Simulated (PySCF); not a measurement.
A structure optimised at PBE-D3(BJ)/def2-SVP, used in a PySCF frequency run:

```xyz
8

W     -0.0099     0.1610     0.0240
O      1.1262     1.0739     0.9432
S      0.6112    -1.9014    -0.2050
O     -0.2083     0.9909    -1.6787
H     -0.3597     0.4911    -2.5021
N     -1.6791     0.1720     1.0213
H     -1.9011     0.8716     1.7373
H     -2.3795    -0.5760     1.0033
```
Charge 0, spin multiplicity 1.

Problem. Write its SMILES and formula.

Solution. [NH2][W](=[O])([OH])=[S], H3NO2SW

Problem. What are its rotational constants (standard atomic weights)?

Solution. 3.1858, 2.1529, 1.9828 GHz
